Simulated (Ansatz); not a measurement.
Relaxation of BH4NO2 (8 atoms, charge 0, multiplicity 1), to a largest force component of 0.02 eV/Å in at most 40 steps.

These are results of RKS PBE-D4/6-31G* (Ansatz), not measurements.

```xyz
8
Properties=species:S:1:pos:R:3
B 0.000 0.000 0.000
O 0.000 0.000 1.410
H -0.909 -0.281 1.747
N 1.342 0.000 -0.775
H 1.809 -0.918 -1.027
H 1.794 0.918 -1.053
O -1.221 0.000 -0.705
H -1.731 -0.847 -0.496
```

Problem. Where does it end, and by what steps?

Solution. The run converged. After 8 steps the energy has fallen by 1.439 eV; H5 moved furthest, 0.98 Å.

```tsv
step	energy less start (eV)	largest force component (eV/Å)	accepted
0	0.0000	1.847	yes
1	-0.3365	2.447	yes
2	-0.5125	1.964	yes
3	-0.7792	1.052	yes
4	-0.9732	1.552	yes
5	-1.2397	0.817	yes
6	-1.3977	0.313	yes
7	-1.4385	0.057	yes
8	-1.4388	0.015	yes
```

```xyz
8
Properties=species:S:1:pos:R:3
B 0.044 -0.151 -0.066
O -0.028 0.226 1.276
H -0.935 0.174 1.625
N 1.283 0.027 -0.733
H 1.440 -0.288 -1.684
H 2.093 0.427 -0.273
O -1.016 -0.685 -0.799
H -1.797 -0.858 -0.245
```

The run took 18 s on 1 thread of Arm Neoverse V2, on a shared host, peak memory 0.13 GiB.
